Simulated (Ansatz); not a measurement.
Mulliken charges of C2H5BOS, SMILES `OC1CBS1` from ωB97M-V/def2-TZVPP in Ansatz (PBE0-D4/def2-TZVP geometry).

```tsv
atom	x (Å)	y (Å)	z (Å)	charge (e)
O1	-1.623	0.843	0.329	-0.283
C2	-0.671	0.094	-0.333	0.056
C3	0.325	-0.582	0.605	-0.217
B4	1.575	-0.040	-0.177	-0.052
S5	0.664	1.049	-1.257	-0.114
H6	-2.258	1.190	-0.305	0.181
H7	-1.117	-0.596	-1.056	0.121
H8	0.257	-0.110	1.592	0.118
H9	0.182	-1.656	0.745	0.099
H10	2.747	-0.242	-0.139	0.090
```

Task: By hand: the dipole of these point charges (1 e Å = 4.8032 D).

Result: Σ q r = (-0.055, -0.280, -0.024) e Å, of length 0.286 e Å = 1.37 D.

Task: How does the dipole of the full density compare? (An estimate is asked.)

Result: The calculation gave: (-0.294, -0.178, -0.089) e Å, 1.71 D; the point charges give 0.80 times that, at 48° from its direction.

Point charges leave out the atoms' own dipoles, such as those of lone pairs, and Mulliken's split depends on the basis, so the two needn't agree.
